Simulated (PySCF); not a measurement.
C3H2, SMILES [C][C][CH2] (connectivity only; charge and spin as stated), neutral, multiplicity 1.

The structure is a stationary point at PBE0-D3(BJ)/def2-TZVP.

Computed with CAM-B3LYP/def2-TZVPD (PySCF).

The molecule is in vacuum.

```
Property                                                                                                       Result
---------------------------------------------------------------------------------------------  ----------------------
total energy                                                                                       -115.30376 hartree
point group                                                                                                       C2v
highest occupied level                                                                                       -9.35 eV
lowest empty level                                                                                           -2.83 eV
orbital gap                                                                                                   6.52 eV
dipole moment                                                                                                  4.38 D
quadrupole, principal values (traceless, Buckingham form, about the centre of nuclear charge)   -2.50, 1.19, 1.31 D·Å
mean static polarisability                                                                       37.7 bohr³ (5.59 Å³)
polarisability, principal values                                                               26.4, 28.0, 58.8 bohr³
```
